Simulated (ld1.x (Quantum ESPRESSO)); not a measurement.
## Before and after: RRKJ potential for Sr

- Element: Sr (Z = 38)
- Generator: ld1.x (Quantum ESPRESSO) 7.5
- Type: norm-conserving RRKJ (Kleinman–Bylander form)
- Functional: PBE
- Relativity: scalar-relativistic
- Frozen core: [Ar] 3d10
- Valence charge: 10
- Reference configuration: 4s2 4p6 4d0 5s0 5p0 (charge +2)
- Partial waves: 4p (bound): rc 1.90 bohr; 4d (bound, empty): rc 1.90 bohr; 4s (bound): rc 2.25 bohr
- Local potential: the s channel
- Core correction: none
- rho0: 0.005

All-electron outer shells of the reference configuration (PBE, scalar-relativistic, ld1.x):

```tsv
shell	level (eV)	outermost node (bohr)	outermost maximum (bohr)
3d	-142.07	–	0.38
4s	-54.72	0.59	1.19
4p	-36.52	0.61	1.32
5s	-13.60	1.62	3.20
4d	-13.29	0.65	1.89
5p	-9.81	1.88	3.76
```

Change: all radii scaled by about 0.94 (s 2.10, p 1.78, d 1.78 bohr).

Cutoffs: the cutoffs (Ry, on a coarse ladder) from which the occupation-weighted sum of valence levels, in a spherical-Bessel basis at the reference potential, stays within 10 and 1 mRy of its value at 400 Ry; they do not see the model core or the augmentation charge, which bear on the density cutoff. Errors are all-electron minus pseudo energies relative to the spin-unpolarised reference configuration.

Predict the effect on cutoff, ghosts and configuration errors.

The potential gets harder (35 Ry and 45 Ry → 40 Ry and 50 Ry); both files keep a bound ghost (d); of the 7 tests that both files solve, the error grows in 0 and shrinks in 7 by more than 15 % and 0.3 meV (median size 1188.4 → 814.2 meV). A smaller radius makes the pseudo-wave follow the all-electron one further in, where it bends more sharply, so more plane waves are needed. Less of the atom is replaced, so other configurations are described better.

| quantity | base | changed |
| --- | --- | --- |
| cutoff, loose | 35 Ry | 40 Ry |
| cutoff, tight | 45 Ry | 50 Ry |
| loose cutoff by channel (10 mRy a level) | p 25 Ry, s 15 Ry | p 30 Ry, s 18 Ry |
| bound ghosts | d | d |
| error for 4s2 4p6 4d0 5s2 5p0, meV [ΔE -16.89 eV] | +1308 | +895 |
| error for 4s2 4p6 4d0 5s1 5p0, meV [ΔE -11.01 eV] | +959 | +659 |
| error for 4s2 4p6 4d0 5s1.5 5p0, meV [ΔE -14.55 eV] | +1188 | +814 |
| error for 4s2 4p6 4d0.5 5s1.5 5p0, meV [ΔE -15.75 eV] | +941 | +637 |
| error for 4s2 4p6 4d0 5s0 5p2, meV [ΔE -12.19 eV] | +272 | +188 |
| error for 4s2 4p5 4d0 5s2 5p0, meV [ΔE 11.42 eV] | +2830 | +2007 |
| error for 4s1 4p6 4d0 5s2 5p0, meV [ΔE 30.13 eV] | +2978 | +2102 |

 A true bound ghost makes a file unfit for plane-wave use even where its test errors are small: the radial tests pick states by their node count and pass the ghost by.
